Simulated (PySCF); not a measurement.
BiI$_{3}$ (SMILES [I][Bi]([I])[I]), singlet, at a GFN2-xTB geometry (such geometries of metal compounds can be far from the true shape) (core potentials on Bi, I); REVPBE/def2-SVPD in PySCF.

Here is a job for PySCF.
```python
from pyscf import gto, scf, dft

mol = gto.M(
    atom='''
Bi   -0.00303733   -0.01332568    0.92117636
I     0.41268267   -2.36086336   -0.51376290
I     1.84681524    1.54675341   -0.45250688
I    -2.25474133    0.83497847   -0.47632715
''',
    basis='def2-svpd',
    ecp={'Bi': 'def2-svpd', 'I': 'def2-svpd'},
    verbose=4,
)

mf = dft.RKS(mol)
mf.xc = 'revpbe'
mf.grids.atom_grid = (99, 590)
mf.grids.prune = None
mf.kernel()
```

Output, abridged:

```
PySCF version 2.14.0

[INPUT] verbose = 4
[INPUT] num. atoms = 4
[INPUT] num. electrons = 98
[INPUT] charge = 0
[INPUT] spin (= nelec alpha-beta = 2S) = 0
[INPUT] symmetry False subgroup None
[INPUT] Mole.unit = angstrom
[INPUT] Symbol           X                Y                Z      unit          X                Y                Z       unit  Magmom
[INPUT]  1 Bi    -0.003037330000  -0.013325680000   0.921176360000 AA   -0.005739721850  -0.025181885624   1.740771032824 Bohr   0.0
[INPUT]  2 I      0.412682670000  -2.360863360000  -0.513762900000 AA    0.779857222654  -4.461385167920  -0.970871173962 Bohr   0.0
[INPUT]  3 I      1.846815240000   1.546753410000  -0.452506880000 AA    3.489975006273   2.922940327137  -0.855114072681 Bohr   0.0
[INPUT]  4 I     -2.254741330000   0.834978470000  -0.476327150000 AA   -4.260843595438   1.577880628208  -0.900127859195 Bohr   0.0

nuclear repulsion = 566.394426738176
number of shells = 51
number of NR pGTOs = 277
number of NR cGTOs = 137
basis = def2-svpd
ecp = {'Bi': 'def2-svpd', 'I': 'def2-svpd'}

******** <class 'pyscf.dft.rks.RKS'> ********
method = RKS
initial guess = minao
damping factor = 0
level_shift factor = 0
DIIS = <class 'pyscf.scf.diis.CDIIS'>
diis_start_cycle = 1
diis_space = 8
diis_damp = 0
SCF conv_tol = 1e-09
SCF conv_tol_grad = None
SCF max_cycles = 50
direct_scf = True
direct_scf_tol = 1e-13
XC library pyscf.dft.libxc version 7.1.2
    S. Lehtola, C. Steigemann, M. J. T. Oliveira, and M. A. L. Marques,  SoftwareX 7, 1–5 (2018)
XC functionals = revpbe
    Y. Zhang and W. Yang,  Phys. Rev. Lett. 80, 890 (1998)
    J. P. Perdew, K. Burke, and M. Ernzerhof,  Phys. Rev. Lett. 77, 3865 (1996)
    J. P. Perdew, K. Burke, and M. Ernzerhof,  Phys. Rev. Lett. 78, 1396 (1997)
radial grids:
    Treutler-Ahlrichs [JCP 102, 346 (1995); DOI:10.1063/1.469408] (M4) radial grids

becke partition: Becke, JCP 88, 2547 (1988); DOI:10.1063/1.454033
pruning grids: None
grids dens level: 3
symmetrized grids: False
atomic radii adjust function: <function treutler_atomic_radii_adjust>
User specified grid scheme (99, 590)
small_rho_cutoff = 0
Set gradient conv threshold to 3.16228e-05
Initial guess from minao.
tot grids = 233640
init E= -985.669490809073
  HOMO = -1.91224977192287  LUMO = -1.74857158609795  gap/eV = 4.45391
cycle= 1 E= -1103.11813692564  delta_E= -117  |g|= 5.62  |ddm|= 22.5
  HOMO = 0.0398905043803099  LUMO = 0.0444144729611988  gap/eV = 0.12310
cycle= 2 E= -1096.95401616883  delta_E= 6.16  |g|= 5.88  |ddm|=   22
  HOMO = -0.530478015789493  LUMO = -0.342178796570257  gap/eV = 5.12388
cycle= 3 E= -1106.97663041721  delta_E=  -10  |g|= 1.57  |ddm|= 14.6
  HOMO = -0.258831991430642  LUMO = -0.211783341521649  gap/eV = 1.28026
cycle= 4 E= -1107.10942793011  delta_E= -0.133  |g|= 1.55  |ddm|= 4.95
  HOMO = -0.224509981981457  LUMO = -0.0802890335919288  gap/eV = 3.92445
cycle= 5 E= -1107.91619173922  delta_E= -0.807  |g|= 0.621  |ddm|= 2.98
  HOMO = -0.22963556994157  LUMO = -0.133130053107925  gap/eV = 2.62605
cycle= 6 E= -1108.04867414921  delta_E= -0.132  |g|= 0.26  |ddm|= 1.22
  HOMO = -0.233532438776724  LUMO = -0.128427114770051  gap/eV = 2.86006
cycle= 7 E= -1108.07331228232  delta_E= -0.0246  |g|= 0.0445  |ddm|= 0.375
  HOMO = -0.233107506371566  LUMO = -0.127566809374804  gap/eV = 2.87191
cycle= 8 E= -1108.07409064682  delta_E= -0.000778  |g|= 0.0127  |ddm|= 0.0639
  HOMO = -0.233315963689949  LUMO = -0.127042751635528  gap/eV = 2.89184
cycle= 9 E= -1108.07415076314  delta_E= -6.01e-05  |g|= 0.00285  |ddm|= 0.024
  HOMO = -0.233403158159192  LUMO = -0.127033819534374  gap/eV = 2.89446
cycle= 10 E= -1108.07415411047  delta_E= -3.35e-06  |g|= 0.00036  |ddm|= 0.00448
  HOMO = -0.233432925709244  LUMO = -0.127056048328436  gap/eV = 2.89466
cycle= 11 E= -1108.07415414465  delta_E= -3.42e-08  |g|= 0.000124  |ddm|= 0.000891
  HOMO = -0.233429729632274  LUMO = -0.127047216728447  gap/eV = 2.89482
cycle= 12 E= -1108.07415415042  delta_E= -5.77e-09  |g|= 5.12e-05  |ddm|= 0.000273
  HOMO = -0.2334292681798  LUMO = -0.127046684978856  gap/eV = 2.89482
cycle= 13 E= -1108.07415415166  delta_E= -1.24e-09  |g|= 5.63e-06  |ddm|= 0.000116
  HOMO = -0.233428981203547  LUMO = -0.127046324638469  gap/eV = 2.89482
cycle= 14 E= -1108.07415415168  delta_E= -1.64e-11  |g|= 3.26e-07  |ddm|= 1.23e-05
  HOMO = -0.233429024170876  LUMO = -0.127046431905102  gap/eV = 2.89482
Extra cycle  E= -1108.07415415168  delta_E= 4.09e-12  |g|= 7.6e-07  |ddm|= 1.9e-06
converged SCF energy = -1108.07415415168
```
